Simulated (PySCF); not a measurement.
# Si4H9ClO2

The system: Si4H9ClO2, a molecule drawn to mimic a surface site (built as: Si site whose three back bonds go to SiH3, OSiH3, OSiH3; end group Cl); neutral, singlet. The structure, one conformer, was relaxed in the gas phase by PBE0-D3(BJ)/def2-SVP. No frequency run checks that it is a minimum.

SMILES: [SiH3]O[Si]([SiH3])(Cl)O[SiH3]

Coordinates in Å:
```
Si1     0.006   -0.455    0.388
Si2    -0.291   -2.709    0.868
O3      1.220   -0.236   -0.697
Si4     2.425    0.857   -1.081
O5     -1.392    0.205   -0.166
Si6    -2.252    1.637   -0.173
Cl7     0.537    0.589    2.113
H8     -1.378   -2.848    1.882
H9     -0.665   -3.450   -0.374
H10     0.978   -3.268    1.422
H11     1.855    2.233   -1.186
H12     3.485    0.834   -0.033
H13     2.998    0.445   -2.391
H14    -1.385    2.754   -0.652
H15    -2.743    1.941    1.202
H16    -3.405    1.460   -1.097
```

Shieldings: GIAO PBE0/pcSseg-1. Shifts are against computed references at the same level: H TMS (σ 31.27 ppm), Si TMS (σ 352.0 ppm). Core levels by delta-SCF with SCAN, pcX-2 on the ionised atom and pcseg-1 elsewhere, spin-free X2C (2p3/2 is the spin-free 2p value less a third of a first-order spin-orbit splitting); from the vacuum level, for chosen atoms.

**Question.** Give the shieldings and core levels atom by atom.

**Answer.** 
```json
{"atoms": "Si1", "bonded to": "1 Cl + 2 O + 1 Si", "σ (ppm)": "374.4", "δ (ppm)": "-22.4", "core level (eV)": "2p3/2 108.26"}
{"atoms": "Si2", "bonded to": "1 Si + 3 H", "σ (ppm)": "458.1", "δ (ppm)": "-106.1", "core level (eV)": "2p3/2 106.82"}
{"atoms": "O3 O5", "bonded to": "2 Si", "σ (ppm)": "254.2", "δ (ppm)": "-", "core level (eV)": "1s 538.07"}
{"atoms": "Si4", "bonded to": "1 O + 3 H", "σ (ppm)": "387.6", "δ (ppm)": "-35.6", "core level (eV)": "2p3/2 107.71"}
{"atoms": "Si6", "bonded to": "1 O + 3 H", "σ (ppm)": "388.0", "δ (ppm)": "-36.0", "core level (eV)": "-"}
{"atoms": "Cl7", "bonded to": "1 Si", "σ (ppm)": "822.4", "δ (ppm)": "-", "core level (eV)": "2p3/2 205.73"}
{"atoms": "H8 H9 H10", "bonded to": "1 Si", "σ (ppm)": "27.84", "δ (ppm)": "3.42", "core level (eV)": "-"}
{"atoms": "H11 H12 H13", "bonded to": "1 Si", "σ (ppm)": "26.21", "δ (ppm)": "5.06", "core level (eV)": "-"}
{"atoms": "H14 H15 H16", "bonded to": "1 Si", "σ (ppm)": "26.20", "δ (ppm)": "5.07", "core level (eV)": "-"}
```

Values are those of this one static structure, with the three H of a rotating XH3 group averaged; atoms that internal rotation interchanges would show their mean in an NMR spectrum.

**Question.** Which of Si1, Si2, Si4 holds its core electrons tightest, and by how much against the loosest?

**Answer.** Si1 (bonded to 1 Cl + 2 O + 1 Si), by 1.44 eV over Si2 (bonded to 1 Si + 3 H).

**Question.** By CAM-B3LYP/def2-SVPD (TDDFT singlets, Tamm-Dancoff triplets, ionisation by delta-SCF), where does absorption start, and what does vertical ionisation take?

**Answer.** The lowest singlet lies at 7.44 eV (f 0.050), the strongest of the first 6 at 7.69 eV (f 0.181), the lowest triplet at 6.46 eV; vertical ionisation takes 10.46 eV.
